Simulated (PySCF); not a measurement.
SMILES [AlH]([CH3])[CH2]CC (C4H11Al) (GFN2-xTB optimised geometry):

```
16

Al     0.025     1.178     0.000
H      1.580     1.178     0.000
C     -0.886     2.945     0.000
H     -1.471     3.134    -0.908
H     -0.150     3.756     0.071
H     -1.580     3.078     0.838
C     -0.760    -0.666    -0.003
C      0.436    -1.634    -0.060
C      0.007    -3.097    -0.056
H     -1.425    -0.870    -0.855
H     -1.364    -0.900     0.886
H      1.024    -1.428    -0.961
H      1.095    -1.445     0.796
H     -0.554    -3.327     0.848
H      0.872    -3.756    -0.100
H     -0.629    -3.309    -0.914
```

Calculation: PBE0/def2-TZVP in PySCF 2.14.0.

### Question
What are the frontier orbital energies and the dipole moment?

### Answer
HOMO-2 -9.12 eV, HOMO-1 -7.88 eV, HOMO -7.27 eV, LUMO -0.95 eV, LUMO+1 0.47 eV; dipole moment 0.62 D.

On the same geometry PBE/def2-TZVP (PySCF 2.14.0) gives HOMO-2 -7.73 eV, HOMO-1 -6.60 eV, HOMO -6.05 eV, LUMO -1.73 eV, LUMO+1 -0.27 eV; dipole moment 0.62 D.

Meta-Löwdin charges at PBE0/def2-TZVP: Al1 0.71, H2 -0.17, C3 -0.66, H4 0.13, H5 0.13, H6 0.13, C7 -0.50, C8 -0.17, C9 -0.34, H10 0.11, H11 0.11, H12 0.10, H13 0.10, H14 0.11, H15 0.11, H16 0.11.
